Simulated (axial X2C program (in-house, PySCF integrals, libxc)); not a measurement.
What spin–orbit coupling does to AuC⁺

All values were computed with an axial X2C code built on PySCF integrals. Spin-free means the one-electron spin-free X2C Hamiltonian; two-component (2c) means X2C with spin–orbit coupling and atomic mean-field two-electron Coulomb and Gaunt terms, so the difference of the two also holds small scalar two-electron terms. Basis: Au dyall-cv3z [13s14p9d6f4g], C dyall-v3z [7s6p2d1f] (cores contracted in-house); Gaussian nuclei, density fitting, unrestricted open shells. Masses: Au 196.967 u, C 12.000 u.

Spin-free state: M_S = 0, Λ = 0 (closed shell); fragments Au+ + C.

| level | Re (Å) | ωe (cm⁻¹) | De (eV) | μ (D) |
| --- | --- | --- | --- | --- |
| PBE0 | 1.781 | 818.1 | 3.239 | 0.61 |
| TPSS | 1.787 | 818.8 | 3.919 | 0.75 |

Dipoles are positive if C is the positive end and refer to the centre of mass.

Two-component determinant lowest at the distance of the search:

Ω = 0 (closed shell); fragments Au+ + C.

```csv
level,Re (Å),ωe (cm⁻¹),De (eV),μ (D)
PBE0,1.783,817.9,3.347,0.52
TPSS,1.790,813.3,4.022,0.68
```

Q: From the two tables, how do the constants change at the PBE0 level (2c against spin-free)?

A: At the PBE0 level Re goes up by 0.002 Å and ωe doesn't move by more than 0.2 cm⁻¹; De is not compared, since the atomic limits differ or miss part of their spin–orbit lowering.

Occupations by symmetry block were frozen at the best pattern of an incomplete PBE0 search. Closed shells are restricted here (equal orbitals for both partners); the stretched side of such a curve lies too high. De is counted from the lowest determinant-based energies of the atoms at the same level, without counterpoise correction. The 2c atoms are single determinants rather than J levels; their spin–orbit lowering is only partly caught, and De is too large by that part. This holds for PBE0, TPSS. Without a current term, density functionals place determinants with orbital angular momentum somewhat too high.
